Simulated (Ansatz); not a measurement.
`[OH][SbH][Al]([OH])[PH2]`. The species carries charge 0 and has multiplicity 1. Sb: def2 effective core potential. The geometry is a stationary point of PBE0-D4/def2-TZVP. It is one conformer, not always the lowest.

```xyz
10

O    -0.832    2.230   -1.245
Sb   -0.294    2.165    0.664
Al   -0.139   -0.511    0.775
O     0.354   -1.357    2.161
P    -0.808   -1.851   -1.010
H    -0.375    1.574   -1.776
H     1.414    2.161    0.412
H     0.619   -0.959    2.988
H    -0.372   -0.907   -1.981
H     0.434   -2.546   -0.988
```

Question: What is the dipole moment at PBE/def2-TZVPP? (Estimate.)

Answer: The calculation gave: 2.10 D, with components (1.40, -0.06, 1.56) D in this frame, pointing from negative to positive charge.

Question: And with r2SCAN, B3LYP, ωB97M-V? (An estimate is asked.)

Answer: Computed: r2SCAN 2.22 D, B3LYP 2.26 D, ωB97M-V 2.33 D.

Question: Give the Mulliken charges with PBE, r2SCAN, ωB97M-V in def2-TZVPP. (Best estimate.)

Answer: The calculation gave: 
```csv
atom,PBE,r2SCAN,ωB97M-V
O1,-0.49,-0.53,-0.52
Sb2,0.32,0.34,0.31
Al3,0.36,0.48,0.45
O4,-0.35,-0.42,-0.37
P5,-0.20,-0.17,-0.23
H6,0.18,0.20,0.18
H7,-0.10,-0.11,-0.08
H8,0.17,0.18,0.16
H9,0.03,0.01,0.04
H10,0.06,0.04,0.07
```

B3LYP here is the variant with VWN-RPA as its local correlation; programs differ in this.
